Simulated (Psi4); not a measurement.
BeI2 (SMILES [I][Be][I]), singlet, at a GFN2-xTB geometry (such geometries of metal compounds can be far from the true shape) (core potentials on I); PBE/def2-QZVPPD (Psi4).

Psi4 was given this input:
```
memory 2 GB

molecule {
0 1
  Be    0.00000000    0.00000000    0.00000000
  I     0.00000000    0.00000000    2.20073720
  I    -0.00000000   -0.00000000   -2.20073720
}

set basis def2-qzvppd

energy('pbe')
print_variables()
```

It wrote (shortened):

```
   => Loading Basis Set <=

    Name: DEF2-QZVPPD
    Role: ORBITAL
    Keyword: BASIS

    !!!  WARNING: ECP capability is in beta. Please check occupations closely.  !!!

         ---------------------------------------------------------
                                   SCF
               by Justin Turney, Rob Parrish, Andy Simmonett
                          and Daniel G. A. Smith
                              RKS Reference
         ---------------------------------------------------------

  ==> Geometry <==

    Molecular point group: d2h
    Full point group: D_inf_h

    Geometry (in Angstrom), charge = 0, multiplicity = 1:

       Center              X                  Y                   Z               Mass
    ------------   -----------------  -----------------  -----------------  -----------------
         BE           0.000000000000     0.000000000000     0.000000000000     9.012183065000
         I            0.000000000000     0.000000000000     2.200737200000   126.904471900000
         I            0.000000000000     0.000000000000    -2.200737200000   126.904471900000

  Running in d2h symmetry.

  Rotational constants: A = ************  B =      0.01371  C =      0.01371 [cm^-1]
  Rotational constants: A = ************  B =    411.12502  C =    411.12502 [MHz]
  Nuclear repulsion =  123.232942337856159

  Charge       = 0
  Multiplicity = 1
  Electrons    = 54
  Nalpha       = 27
  Nbeta        = 27

  ==> Algorithm <==

  SCF Algorithm Type is DF.
  DIIS enabled.
  MOM disabled.
  Fractional occupation disabled.
  Guess Type is SAD.
  Energy threshold   = 1.00e-06
  Density threshold  = 1.00e-06
  Integral threshold = 1.00e-12

  ==> Primary Basis <==

  Basis Set: DEF2-QZVPPD
    Blend: DEF2-QZVPPD
    Number of shells: 64
    Number of basis functions: 218
    Number of Cartesian functions: 269
    Spherical Harmonics?: true
    Max angular momentum: 4

  Core potential: DEF2-QZVPPD
    Number of shells: 8
    Number of ECP primitives: 58
    Number of ECP core electrons: 56
    Max angular momentum: 3

  ==> DFT Potential <==

   => LibXC <=

    Version 7.1.2
    S. Lehtola, C. Steigemann, M. J. T. Oliveira, and M. A. L. Marques,  SoftwareX 7, 1–5 (2018) (10.1016/j.softx.2017.11.002)

   => Composite Functional: PBE <=

    PBE GGA Exchange-Correlation Functional

    J.P. Perdew et. al., Phys. Rev. Lett., 77(18), 3865-3868, 1996

    Deriv               =              1
    GGA                 =           TRUE
    Meta                =          FALSE

    Exchange Hybrid     =          FALSE
    MP2 Hybrid          =          FALSE

   => Exchange Functionals <=

    1.0000     XC_GGA_X_PBE

   => Correlation Functionals <=

    1.0000     XC_GGA_C_PBE

   => LibXC Density Thresholds  <==

    XC_GGA_C_PBE:  1.00E-12
    XC_GGA_X_PBE:  1.00E-15

   => Molecular Quadrature <=

    Radial Scheme          =       TREUTLER
    Pruning Scheme         =           NONE
    Nuclear Scheme         =       TREUTLER

    Blocking Scheme        =         OCTREE
    BS radius alpha        =              1
    Pruning alpha          =              1
    Radial Points          =             75
    Spherical Points       =            302
    Total Points           =          66634
    Total Blocks           =            647
    Max Points             =            256
    Max Functions          =            202
    Weights Tolerance      =       1.00E-15

   => Loading Basis Set <=

    Name: (DEF2-QZVPPD AUX)
    Role: JKFIT
    Keyword: DF_BASIS_SCF

  ==> Integral Setup <==

  SCF_SUBTYPE=INCORE selected. In-core MEM_DF algorithm will be used.
  Using in-core AOs.

  ==> MemDFJK: Density-Fitted J/K Matrices <==

    J tasked:                   Yes
    K tasked:                    No
    wK tasked:                   No
    Algorithm:                 Core
    Schwarz Cutoff:           1E-12
    Mask sparsity (%):       7.4152
    Fitting Condition:        1E-10

   => Auxiliary Basis Set <=

  Basis Set: (DEF2-QZVPPD AUX)
    Blend: DEF2-UNIVERSAL-JKFIT
    Number of shells: 109
    Number of basis functions: 487
    Number of Cartesian functions: 678
    Spherical Harmonics?: true
    Max angular momentum: 5

  Minimum eigenvalue in the overlap matrix is 9.8892120966E-05.
  Reciprocal condition number of the overlap matrix is 1.5612618827E-05.
    Using symmetric orthogonalization.

  ==> Pre-Iterations <==

  SCF Guess: Superposition of Atomic Densities via on-the-fly atomic UHF (no occupation information).

   -------------------------
    Irrep   Nso     Nmo
   -------------------------
     Ag        47      47
     B1g       13      13
     B2g       24      24
     B3g       24      24
     Au        12      12
     B1u       42      42
     B2u       28      28
     B3u       28      28
   -------------------------
    Total     218     218
   -------------------------

  ==> Iterations <==

                           Total Energy        Delta E     RMS |[F,P]|

   @DF-RKS iter SAD:  -606.07311916381286   -6.06073e+02   0.00000e+00
   @DF-RKS iter   1:  -609.12366998243647   -3.05055e+00   1.97960e-02 ADIIS/DIIS
   @DF-RKS iter   2:  -608.27392669901099    8.49743e-01   2.64086e-02 ADIIS/DIIS
   @DF-RKS iter   3:  -610.07612888252754   -1.80220e+00   6.07560e-03 ADIIS/DIIS
   @DF-RKS iter   4:  -610.15443265968941   -7.83038e-02   4.97563e-03 ADIIS/DIIS
   @DF-RKS iter   5:  -610.22459685237231   -7.01642e-02   7.27058e-04 ADIIS/DIIS
   @DF-RKS iter   6:  -610.22748860394972   -2.89175e-03   5.63357e-05 DIIS
   @DF-RKS iter   7:  -610.22749301165436   -4.40770e-06   7.53990e-06 DIIS
   @DF-RKS iter   8:  -610.22749324605638   -2.34402e-07   1.47415e-06 DIIS
   @DF-RKS iter   9:  -610.22749325601546   -9.95908e-09   2.39489e-07 DIIS
  Energy and wave function converged.

  ==> Post-Iterations <==

   Electrons on quadrature grid:
      Ntotal   =   53.9999939715 ; deviation = -6.028e-06

    Orbital Energies [Eh]
    ---------------------

    Doubly Occupied:

[...]
    Virtual:

[...]
    Final Occupation by Irrep:
             Ag   B1g   B2g   B3g    Au   B1u   B2u   B3u
    DOCC [     7,    1,    3,    3,    1,    6,    3,    3 ]
    NA   [     7,    1,    3,    3,    1,    6,    3,    3 ]
    NB   [     7,    1,    3,    3,    1,    6,    3,    3 ]

  @DF-RKS Final Energy:  -610.22749325601546

   => Energetics <=

    Nuclear Repulsion Energy =            123.2329423378561586
    One-Electron Energy =               -1301.2462519198991231
    Two-Electron Energy =                 615.0598058549653615
    DFT Exchange-Correlation Energy =     -47.2739895289379461
    Empirical Dispersion Energy =           0.0000000000000000
    VV10 Nonlocal Energy =                  0.0000000000000000
    Total Energy =                       -610.2274932560154639

Computation Completed

Properties will be evaluated at   0.000000,   0.000000,   0.000000 [a0]

Properties computed using the SCF density matrix

 Multipole Moments:

 ------------------------------------------------------------------------------------
     Multipole            Electronic (a.u.)      Nuclear  (a.u.)        Total (a.u.)
 ------------------------------------------------------------------------------------

 L = 1.  Multiply by 2.5417464519 to convert [e a0] to [Debye]
 Dipole X            :          0.0000000            0.0000000            0.0000000
 Dipole Y            :          0.0000000            0.0000000            0.0000000
 Dipole Z            :          0.0000000            0.0000000            0.0000000
 Magnitude           :                                                    0.0000000

 ------------------------------------------------------------------------------------

  Variable Map:
  ----------------------------------------------------------------------------
[...]
  Array Variable Map:
  ----------------------------------------------------------------------------
[...]
[...]
```
